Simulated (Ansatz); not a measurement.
Program: Ansatz. Geometries: PBE0-D4/def2-TZVP. ΔE: electronic, gas phase. CCSD(T)/CBS is the MP2 limit (def2-TZVPP, def2-QZVPP) plus CCSD(T) − MP2 in def2-TZVPP, frozen cores. DFT in def2-TZVPP. Each species was taken in one conformer, which may not be the lowest.

`O[SiH2]/C=C/[SiH3]` → `CC(=O)[SiH2][SiH3]`  (isomerisation)

| level | ΔE (kJ/mol) |
| --- | --- |
| revPBE-D4 | 84.2 |
| B97M-V | 107.9 |

Question: What does CCSD(T)/CBS give? (An estimate is asked.)

Answer: Ansatz gave: +128.7 kJ/mol. The listed levels differ from it by -44.5, -20.8 kJ/mol.

Question: What do rigid-rotor, harmonic-oscillator terms from PBE0-D4/def2-TZVP frequencies (298.15 K, 1 bar) make of the CCSD(T)/CBS value? (Best estimate.)

Answer: Ansatz gave: ΔZPE = -2.5 kJ/mol, ΔH = +127.2 kJ/mol, ΔS = 16 J/(mol·K), ΔG = +122.4 kJ/mol. Modes under 50 cm⁻¹ make the entropy rough.

Largest T1 diagnostic among the species: 0.015.

Leaving LDA and LC-ωPBE aside and taking each functional with its dispersion term where it has one, the values, not all of them listed here, spread over 43.0 kJ/mol, from revPBE-D4 to BHLYP-D4. LDA lies +9.0 kJ/mol from PBE without D4. From r2SCAN to r2SCAN0 (25 % exact exchange), in def2-TZVPP and without D4, ΔE moves by +9.6 kJ/mol.

CCSD(T)/CBS has its own doubt, a few kJ/mol and more with outer-core shells, so smaller differences from it don't rank the levels.
